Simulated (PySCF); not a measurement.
C₈H₆N₂O₃S, SMILES c1nnc(-c2scc3c2OCCO3)o1.

The structure is a stationary point at PBE-D3(BJ)/def2-SVP. The structure was generated by enumeration, and PubChem lists no compound with its InChIKey, so it may never have been made. One conformer was computed; it need not be the lowest.

Two levels are set side by side: PBE/def2-SVP (PySCF) and r2SCAN/def2-SVP (PySCF). Same geometry, gas phase. Differences are taken from unrounded values.

| quantity | r2SCAN | PBE | PBE minus r2SCAN |
|---|---|---|---|
| orbital gap (eV) | 3.35 | 3.12 | -0.23 |
| highest occupied level (eV) | -5.57 | -5.31 | 0.26 |
| lowest empty level (eV) | -2.22 | -2.19 | 0.03 |
| dipole moment (D) | 6.28 | 6.05 | -0.23 |
| mean polarisability (bohr³) | 125.9 | 128.2 | 2.3 |

Rough cost on one machine, each run with all the roots and properties that it gave: r2SCAN against PBE about 3 times.
